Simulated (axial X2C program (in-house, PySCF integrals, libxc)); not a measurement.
What spin–orbit coupling does to NaGe⁺

Computed with an in-house relativistic program for diatomic molecules. Spin-free means the one-electron spin-free X2C Hamiltonian; two-component (2c) means X2C with spin–orbit coupling and atomic mean-field two-electron Coulomb and Gaunt terms, so the difference of the two also holds small scalar two-electron terms. Basis: Ge dyall-cv3z [9s9p7d4f1g], Na dyall-cv3z [9s8p5d2f] (cores contracted in-house); Gaussian nuclei, density fitting, unrestricted open shells. Masses: Ge 73.921 u, Na 22.990 u.

Spin-free state: M_S = 1, Λ = 1 (beyond evenly filled blocks: σα, π+α); fragments Ge + Na+.

```json
{"level": "PBE0", "Re (Å)": "3.178", "ωe (cm⁻¹)": "122.0", "De (eV)": "0.548", "μ (D)": "8.43"}
{"level": "HF", "Re (Å)": "3.251", "ωe (cm⁻¹)": "118.1", "De (eV)": "0.417", "μ (D)": "9.11"}
{"level": "MP2", "Re (Å)": "3.249", "ωe (cm⁻¹)": "117.3", "De (eV)": "0.469", "μ (D)": "n/a"}
{"level": "CCSD", "Re (Å)": "3.247", "ωe (cm⁻¹)": "117.6", "De (eV)": "0.464", "μ (D)": "n/a"}
{"level": "CCSD(T)", "Re (Å)": "3.248", "ωe (cm⁻¹)": "117.5", "De (eV)": "0.469", "μ (D)": "n/a"}
```

Correlated methods: 4 electrons correlated (number of frozen shells: Ge 3 s, 2 p, 1 d; Na 2 s, 1 p), 258 virtual spin orbitals or spinors in MP2, 51 natural virtuals in coupled cluster.

Dipoles are positive if Na is the positive end and refer to the centre of mass.

Two-component determinant lowest at the distance of the search:

Ω = 2 (⟨Sz⟩ = 1.00, ⟨Lz⟩ = 1.00 at HF); fragments Ge + Na+.

| level | Re (Å) | ωe (cm⁻¹) | μ (D) |
| --- | --- | --- | --- |
| PBE0 | 3.178 | 121.9 | 8.44 |
| HF | 3.252 | 117.9 | 9.11 |
| MP2 | 3.250 | 117.1 | n/a |
| CCSD | 3.248 | 117.3 | n/a |
| CCSD(T) | 3.249 | 117.2 | n/a |

Task: From the two tables, how do the constants change at the CCSD(T) level (2c against spin-free)?

Result: At the CCSD(T) level Re goes up by 0.001 Å and ωe falls by 0.3 cm⁻¹.

The state is a single determinant with fixed occupations, the lowest that a limited PBE0 search found. Dissociation energies refer to the lowest single-determinant-based atoms at the same level and basis. De is not given where an atomic determinant may have missed its ground term or J level, or where the truncated virtual space spoils (T). Density functionals use the spin component along the axis (collinear). CCSD and (T) use frozen natural virtuals with an MP2 correction for the truncation; (T) itself is uncorrected, so its De runs slightly low. Other states lie close and PBE0, whose exact exchange favours high spin, may order them wrongly; the determinant shown need not be the ground state. The nearest other spin-free determinant of the search, M_S = 0, Λ = 1, lies 0.30 eV up at the distance of the search. Without a current term, density functionals place determinants with orbital angular momentum somewhat too high. The atomic limit has a lower orbital projection than the molecule and lies lower at mean-field level, so De may be about a tenth of an eV too small. With several unpaired electrons one determinant need not be a pure state. Open-shell Ω = 0 determinants with evenly filled partner blocks cannot be reached by this program, so the Ω shown need not be the lowest component. With the outer-core shells frozen, correlated bond lengths of heavy atoms tend to come out a few hundredths of an ångström too long.
